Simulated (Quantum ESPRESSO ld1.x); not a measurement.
Q: These are the eigenvalues of the occupied orbitals of an atom or ion with whole-number occupations (Ry). All-electron calculation, Dirac Kohn-Sham, PW91, spin-unpolarised, spherical densities, point nucleus. Program: ld1.x of Quantum ESPRESSO 7.5.

orbital  eigenvalue
1s1/2      -2229.86
2s1/2      -342.293
2p1/2      -320.487
2p3/2      -301.970
3s1/2      -70.0155
3p1/2      -61.1000
3p3/2      -57.6828
3d3/2      -41.9321
3d5/2      -41.2219
4s1/2      -14.5152
4p1/2      -11.4946
4p3/2      -10.8586
4d3/2      -6.05443
4d5/2      -5.95959
6s1/2      -1.85607

Which element is it, and in what charge state? The configuration may be excited. Open shells, if any, are shared by 2j + 1.

A: Z = 51, antimony, charge +4: Sb4+ in [Kr] 4d10 6s1. The list shows which subshells hold electrons but not how many an open one holds; the 1s level, -1114.9 hartree, gives Z - s = 47.2 by -(Z - s)^2/2, which with screening and relativity narrows Z to a few neighbours, and the depths of the outer levels then fix element, charge and occupations together.
